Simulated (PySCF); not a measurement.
**Radial density of Xe⁺ (xenon, charge +1)**

UHF, [Kr] 4d10 5s2 5p5, 2P determinant. Computed with PySCF 2.14 in x2c-TZVPall (8s6p4d2f, 60 functions), with the spin-free X2C one-electron Hamiltonian (Gaussian nucleus).

| r (bohr) | 4πr²ρ (e/bohr) | 4πr²(ρα − ρβ) |
| --- | --- | --- |
| 0.0242 | 67.26 | 0.0079 |
| 0.0408 | 61.99 | 0.0217 |
| 0.0686 | 87.02 | 0.0236 |
| 0.115 | 76.98 | -0.0066 |
| 0.194 | 71.38 | 0.0417 |
| 0.326 | 55.24 | 0.0047 |
| 0.549 | 26.61 | 0.1151 |
| 0.923 | 20.40 | -0.0128 |
| 1.55 | 5.898 | 0.5314 |
| 2.61 | 2.298 | 0.3565 |
| 4.39 | 0.1655 | 0.0242 |
| 7.39 | 0.0003356 | 0.0001 |

Densities and radii are taken from the X2C orbitals without a picture-change correction, which distorts them close to the nucleus.

(1) Where is the radial spin density 4πr²(ρα − ρβ) most negative, and why is it negative at all?

## Answers

(1) Around r = 0.923 bohr, down to -0.0128 e/bohr: exchange with the open shell polarises the paired shells in an unrestricted calculation.
